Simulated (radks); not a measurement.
Hg V, 76 electrons, occupied as [Kr] 4d10 4f14 5s2 5p4 5d8 6p2 (not the ground configuration). All-electron calculation, scalar-relativistic Kohn-Sham, PBE, spin-polarised, spherical densities, point nucleus; open shells are filled with parallel spins first (spin-orbit coupling, left out, can overturn this in heavy ions). Program: a radial shooting solver on a logarithmic mesh with Libxc functionals. Some entries of the table are withheld. Estimate them.

orbital,occ.,eigenvalue (eV),<r> (bohr)
1s up,1,-83260.20,0.01658
1s down,1,-83259.85,0.01658
2s up,1,-14814.10,0.06991
2s down,1,-14813.70,0.06991
2p up,3,-12781.91,0.06328
2p down,3,-12781.44,0.06328
3s up,1,-3568.646,0.1806
3s down,1,-3568.341,0.1806
3p up,3,-2981.635,0.1821
3p down,3,-2981.287,0.1821
3d up,5,-2364.806,0.1650
3d down,5,-2364.395,0.1650
4s up,1,-839.0588,0.3991
4s down,1,-838.4343,0.3991
4p up,3,-646.6018,0.4253
4p down,3,-645.9725,0.4252
4d up,5,-418.4702,0.4487
4d down,5,-417.7295,0.4482
5s up,1,-185.9056,0.8880
5s down,1,-182.1830,0.8860
4f up,7,-165.4662,0.4807
4f down,7,-164.4637,0.4785
5p up,3,-132.4826,1.005
5p down,1,-128.5084,1.005
5d up,5,(1),1.263
5d down,3,(2),1.269
6s up,0,-52.9445,1.997
6s down,0,-49.9576,2.009
6p up,2,-39.8829,2.353
6p down,0,-37.0813,2.377
5f up,0,-23.4361,2.434

Answer. 
(1) 5d up eigenvalue (eV): -70.3434
(2) 5d down eigenvalue (eV): -66.4711
